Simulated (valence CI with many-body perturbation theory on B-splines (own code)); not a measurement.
Values are calculated unless marked as measured or tabulated.
## Hyperfine factors and g values of Kr XXI

Level of theory: configuration interaction combined with many-body perturbation theory (CI+MBPT): six valence electrons over a frozen Dirac-Fock core [Ne], a basis of 9 s, 9 p, 8 d, 6 f, 3 g, 1 h functions for each j, with the one-electron correlation potential Σ1, the two-electron term Σ2, the three-electron term Σ3, Breit, model QED; selected CI, second order for the rest, scaled by the run's own slope (own B-spline code, finite nucleus).

No measured spectrum was set against this ion. As an estimate, levels of excited configurations hold to 0.05 to 0.15 % of their energy, terms of the ground configuration to about 0.5 %. Among the levels kept, up to 1500 cm⁻¹ of a level comes from second order outside the variational space, and about a tenth of that is noise between levels of different J, which matters for small intervals.

A/g_I is the dipole constant over the nuclear g factor μ/I (μ in nuclear magnetons, uniformly magnetised nucleus), B/Q the quadrupole constant per barn. Both hold the static response of the core; the bare values leave it out. Large factors of s and p1/2 electrons are usually good to 5 to 10 %; those of open d and f shells near neutrality can be off by tens of per cent, and small factors of p3/2, d and f electrons come from cancelling terms and can be off by a factor of two or in sign, in half-filled shells by more. B is blank for J = 1/2, where it vanishes, and for nearly pure S terms. Energies count from the lowest level. Levels with J = 0 are left out.

Names give the largest LS component (configuration and term), which can be under half, so a name can repeat, a term be missing and a line seem to break the LS rules; names also repeat where a configuration has a term twice. Letters in brackets count levels of one name in rising energy.

```csv
Level,E (eV),g,A/g_I (MHz),A/g_I bare,B/Q (MHz/b),B/Q bare
3s²3p⁴ ³P_2,0.00,1.418,14900,14800,15000,14500
3s²3p⁴ ³P_1,9.75,1.499,-1500,-861,-13900,-13400
3s²3p⁴ ¹D_2,14.26,1.079,32700,31800,-42800,-41500
3s3p⁵ ³P°_2,68.21,1.498,66300,64300,-24900,-24100
3s3p⁵ ³P°_1,73.18,1.432,20600,20600,8780,8510
3s²3p³3d ⁵D°_2 [a],86.63,1.263,8190,8550,-1380,-1340
3s²3p³3d ⁵D°_3,86.85,1.390,6200,6720,4830,4840
3s²3p³3d ⁵D°_1 [a],87.26,1.254,57100,55300,-9640,-9460
3s²3p³3d ⁵D°_1 [b],87.91,1.270,28700,28200,-10500,-10300
3s²3p³3d ⁵D°_4,88.46,1.440,3430,3960,5340,5670
3s²3p³3d ⁵D°_2 [b],90.94,1.160,4440,4770,-4890,-4640
3s²3p³3d ³D°_3 [a],95.30,1.253,2540,3010,12300,12200
3s²3p³3d ³D°_1 [a],95.89,0.572,24100,23200,-2400,-2280
3s²3p³3d ³F°_2 [a],96.27,0.917,24300,23700,-26800,-26000
3s²3p³3d ³F°_3 [a],97.69,1.156,20300,20000,-19400,-18900
3s²3p³3d ³G°_3,99.69,0.922,7370,7380,18900,18800
3s²3p³3d ³F°_4 [a],99.80,1.189,15500,15400,-10100,-9560
3s²3p³3d ³F°_4 [b],102.17,1.193,6450,6670,29600,29000
3s²3p³3d ¹G°_4,103.87,1.027,19500,19200,-1500,-934
3s²3p³3d ³G°_5,104.40,1.198,15800,15700,5680,6010
3s²3p³3d ³D°_1 [b],104.91,0.577,3910,3890,-3120,-2930
3s²3p³3d ¹D°_2,106.36,0.982,21100,20900,15500,15200
3s²3p³3d ³P°_1 [a],109.02,1.433,1920,2820,-1840,-1840
3s²3p³3d ³D°_2,111.00,1.174,-3770,-3100,14600,14400
3s²3p³3d ³F°_3 [b],112.18,1.062,15200,15000,5970,6200
3s²3p³3d ³F°_2 [b],112.44,0.928,15800,15600,14100,13800
3s²3p³3d ³D°_3 [b],114.50,1.194,15100,15000,3170,3300
3s²3p³3d ³P°_2 [a],115.72,1.304,15400,15400,8730,8480
3s²3p³3d ³F°_4 [c],116.68,1.192,9110,9240,610,1050
3s²3p³3d ³P°_1 [b],117.86,1.452,16700,16400,-4300,-4150
3s²3p³3d ³P°_2 [b],119.61,1.395,9370,9700,10500,10100
3s²3p³3d ³S°_1,119.79,1.596,2940,3770,-3780,-3700
3s²3p³3d ³D°_3 [c],120.13,1.262,5900,6270,10800,10700
```

(1) Take the isotope of mass number 83, with I = 9/2, μ = -0.97073 μN and Q = 0.259 b. What is the hyperfine structure of 3s²3p⁴ ³P_2?

Results:

(1) From the table A = -3200 MHz, B = 3870 MHz. Shifts from the centre of gravity in MHz: F = 5/2: 37000, F = 7/2: 24100, F = 9/2: 8470, F = 11/2: -9130, F = 13/2: -27800.
